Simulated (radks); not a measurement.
Values are calculated unless marked as measured or tabulated.
Species: Lu5+. Configuration: [Xe] 4f(5/2: 6, 7/2: 5) 6p(1/2: 1, 3/2: 0) (not the ground configuration).

Code: a radial shooting solver on a logarithmic mesh with Libxc functionals. Model: Dirac Kohn-Sham, relativistic LDA (MacDonald-Vosko exchange, VWN5 correlation), spin-unpolarised, spherical densities, finite nucleus; Fermi nuclear charge, rms radius 5.37 fm.

Energy parts (hartree):
total: -14535.9408
kinetic: 16141.2611
electron-nucleus: -35917.9427
Hartree: 5503.0019
exchange-correlation: -262.2611

Orbitals (lengths in bohr, moments of r in powers of bohr; r(max) is where P^2 peaks):
orbital  occ.  eigenvalue (hartree)   r(max)      <r>      <r^2>
1s1/2       2             -2307.956  0.01219  0.01941  0.0005166
2s1/2       2             -395.9227  0.06979  0.08156   0.007921
2p1/2       2             -378.4617  0.05210  0.06763   0.005678
2p3/2       4             -337.9093  0.05860  0.07521   0.006885
3s1/2       2             -92.42050   0.1967   0.2129    0.05196
3p1/2       2             -84.61484   0.1844   0.2026    0.04781
3p3/2       4             -75.96120   0.1979   0.2168    0.05450
3d3/2       4             -62.58821   0.1553   0.1902    0.04251
3d5/2       6             -60.68923   0.1591   0.1946    0.04435
4s1/2       2             -21.02515   0.4470   0.4773     0.2574
4p1/2       2             -17.82898   0.4474   0.4834     0.2662
4p3/2       4             -15.82385   0.4758   0.5153     0.3021
4d3/2       4             -10.52654   0.4740   0.5346     0.3312
4d5/2       6             -10.15379   0.4830   0.5455     0.3447
4f5/2       6              -3.57005   0.4538   0.6294     0.4897
4f7/2       5              -3.50454   0.4585   0.6372     0.5021
5s1/2       2              -4.93350    1.010    1.102      1.358
5p1/2       2              -3.94806    1.077    1.193      1.600
5p3/2       4              -3.61585    1.149    1.272      1.817
6p1/2       1              -1.54004    2.495    2.625      7.661
6p3/2       0              -1.46352    2.630    2.751      8.405

The highest occupied level is 6p1/2 at -41.907 eV. The density falls to 0.001 e/bohr^3 at r = 3.73 bohr. Summed over all electrons, <r^2> = 32.85 bohr^2, which gives a Langevin (diamagnetic) susceptibility term of -26 x 10^-6 cm^3/mol. The electron density at the nucleus is 1.096e+06 e/bohr^3.
